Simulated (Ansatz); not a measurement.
Consider the formal exchange of groups at a Ge–Cl bond: `[CH3][GeH]([SiH3])[Cl]` + `CO/C(C)=C\F` → `C[O][GeH]([CH3])[SiH3]` + `C/C(Cl)=C/F`.

Gas-phase electronic energies from Ansatz, PBE0-D4/def2-TZVP geometries. CCSD(T)/CBS is the MP2 limit (def2-TZVPP, def2-QZVPP) plus CCSD(T) − MP2 in def2-TZVPP, frozen cores. This one scheme is used for every species. Double bonds are as drawn, so ΔE can hold a change between cis and trans. Functionals use def2-TZVPP. B3LYP here is the variant with VWN-RPA as its local correlation; programs differ in this. For Ge outer-core shells are correlated without core-valence functions, which leaves a few kJ/mol of doubt a bond. Scalar relativity is left out up to krypton. Each species was taken in one conformer, which may not be the lowest.

(1) Is it downhill or uphill in electronic energy at CCSD(T)/CBS, and by how much? (Estimate.)

(2) What do these levels give: PBE-D4, B3LYP-D4, ωB97X-V, HF/def2-TZVPP, SCS-MP2/def2-TZVPP, HF/def2-QZVPP? (An estimate is asked.)

Largest T1 diagnostic among the species: 0.012.

## Answers

(1) Computed: Uphill: ΔE = +52.7 kJ/mol.

(2) Ansatz gave: PBE-D4 55.4, B3LYP-D4 58.3, ωB97X-V 58.9, HF/def2-TZVPP 70.2, SCS-MP2/def2-TZVPP 50.2, HF/def2-QZVPP 69.4 kJ/mol.

From PBE to PBE0 (25 % exact exchange), in def2-TZVPP and without D4, ΔE moves by +5.0 kJ/mol. In def2-TZVPP, CCSD(T) changes the Hartree–Fock value by −17.1 kJ/mol (the triples alone add −2.3 kJ/mol) and MP2 by −20.1 kJ/mol.
